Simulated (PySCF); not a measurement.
**Functional benchmark on one molecule**

Molecule: SMILES [SiH3][SiH]([SiH3])[SiH3], H$_{10}$Si$_{4}$.

Geometry (Å), atoms numbered from 1 in this order:
```xyz
14

Si   -0.039    2.107   -0.781
Si    0.077    0.166    0.530
Si    1.903   -1.133   -0.160
Si   -1.898   -1.058    0.220
H     1.197    2.934   -0.627
H    -0.176    1.709   -2.216
H    -1.227    2.930   -0.395
H     0.235    0.535    1.975
H     3.184   -0.389    0.039
H     1.750   -1.451   -1.613
H     1.961   -2.415    0.609
H    -1.905   -2.286    1.072
H    -3.096   -0.227    0.555
H    -1.985   -1.467   -1.216
```

Geometry PBE0-D3(BJ)/def2-SVP throughout; GIAO in PySCF 2.14, gas phase, one conformer, non-relativistic; equivalent atoms averaged; basis pcSseg-1.

Reference values (measured; C. Corminboeuf, T. Heine, J. Weber, Chem. Phys. Lett. 357 (2002) 1): δ(Si1/Si3/Si4) = -93.6 ppm vs TMS, δ(Si2) = -136.3 ppm vs TMS. Computed shifts are taken against TMS, calculated as an isolated molecule at each level.

How do the functionals HF, LDA, PBE, BLYP, BP86, OPBE, KT2, KT3, B97-D, B3LYP, PBE0, mPW1PW91, WP04, B97-2, BHandHLYP, CAM-B3LYP, wB97X-D, LC-wPBE perform against the reference? Times are CPU seconds on shared hosts with different chips, so compare them loosely.

Results:


```
functional                    kind  Si1/Si3/Si4     Si2  mean abs. error Si  core-s
        HF            Hartree–Fock        -90.2  -120.8                 9.5     6.3
       LDA                     LDA       -114.2  -141.8                13.1      11
       PBE                     GGA       -105.9  -135.7                 6.5      15
      BLYP                     GGA       -104.1  -125.9                10.5      14
      BP86                     GGA       -104.3  -133.3                 6.9      15
      OPBE                     GGA        -98.1  -134.0                 3.4      15
       KT2                     GGA       -104.0  -132.1                 7.3      15
       KT3                     GGA        -97.5  -124.3                 8.0      15
     B97-D                     GGA        -98.2  -123.8                 8.6      15
     B3LYP           global hybrid       -101.0  -125.8                 9.0      12
      PBE0           global hybrid       -101.7  -134.6                 4.9      20
  mPW1PW91           global hybrid        -99.7  -132.8                 4.8      12
      WP04           global hybrid        -84.1  -103.6                21.1      11
     B97-2           global hybrid        -97.6  -129.1                 5.6      11
 BHandHLYP           global hybrid        -96.8  -123.9                 7.8      10
 CAM-B3LYP  range-separated hybrid       -102.9  -129.5                 8.1      15
   wB97X-D  range-separated hybrid       -101.4  -135.7                 4.2      15
   LC-wPBE  range-separated hybrid       -102.1  -139.8                 6.0      20
```

For ²⁹Si the closest is OPBE (3.4 ppm) and the furthest WP04 (21.1 ppm). One molecule is a small sample, and vibrational and solvent effects are absent from the calculation.
